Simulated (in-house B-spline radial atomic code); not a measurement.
## RPA and G0W0 on TPSS: the silicon ion Si⁷⁺

Configuration [He] 2s2 2p3, highest spin, mean-field start TPSS. Computed with an all-electron radial atomic-structure program (B-spline basis): all electrons, non-relativistic, point nucleus, each spin shell either full or empty, empty states to l = 9 with an (l + 1/2)⁻⁴ tail; G0W0 by contour deformation at full frequency.

Command:
```bash
python run_gw.py task.json out
```
Settings (radii: box in bohr, nucleus in fm):
```
Z                        14
electrons                7
configuration            [He] 2s2 2p3
hamiltonian              nr
method                   tpss,tpss
lmax                     9
spin_polarised           True
box_radius               8.41
intervals                46
```

Run time, properties included: 1.2 s on 1 thread of Arm Neoverse N1 (shared host).

Energies (hartree):

| term | value |
| --- | --- |
| mean-field total | -262.86999 |
| Hartree-Fock functional on these orbitals | -262.63231 |
| direct second order | -0.43275 |
| second-order exchange | 0.21217 |
| SOSEX correction | 0.19069 |

Problem. What is the RPA correlation energy, and what remains with SOSEX?

Solution. RPA gives -0.38906 hartree (-1.51 eV per electron); RPA + SOSEX gives -0.19836, and the second-order doubles -0.22059 hartree (no singles). SOSEX takes back 49 % of the RPA value.

Quasi-particle levels (eV):

```
  level  occupied  mean field  Σx - vxc     Σc  QP weight     G0W0
  2p up       yes     -281.82    -23.66      ?          ?        ?
2s down       yes     -305.47    -14.48  -3.22      0.973  -323.17
2p down        no     -265.09     22.88  -4.23      0.980  -246.43
```

G0W0 = mean field + (Σx - vxc) + Σc, with Σc (partial-wave tail included) taken at the quasi-particle energy. Levels of low weight are left out.

Problem. Where does G0W0 put 2p up?

Solution. At -303.56 eV, with Σc = 1.93 eV and a quasi-particle weight of 0.970. The tabulated removal energy is 303.59 ± 0.05 eV (NIST, semi-empirical); the calculation leaves out relativity, Breit and QED terms, and what these don't explain is the method's own error.
